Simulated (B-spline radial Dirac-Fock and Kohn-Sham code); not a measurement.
These are calculated numbers from a radial finite-basis atomic code; the model is the Dirac equation of a negative muon with reduced mass in the field of a spherical finite nucleus, with the Uehling potential to all orders; nuclear polarisation, deformation, hyperfine structure, self-energy, higher-order vacuum polarisation, relativistic recoil and electron screening are left out. The nuclear charge is a Fermi distribution (skin thickness 2.3 fm).

Problem. A muonic atom of atomic mass 91.92 u emits these computed lines: 2p3/2 → 1s1/2 2228 keV, 3d5/2 → 2p3/2 539.3 keV, 4f7/2 → 3d5/2 188.4 keV, 5g9/2 → 4f7/2 86.94 keV. Which element is it, and what rms charge radius was used?

Solution. Rubidium (Z = 37, nuclide ⁹²Rb); the high transitions hardly feel the nucleus and fix Z. The 2p → 1s line lies 725.1 keV below the value for a point nucleus without QED, which for this nuclear model gives a radius near 4.29 fm (4.2903 fm was used).
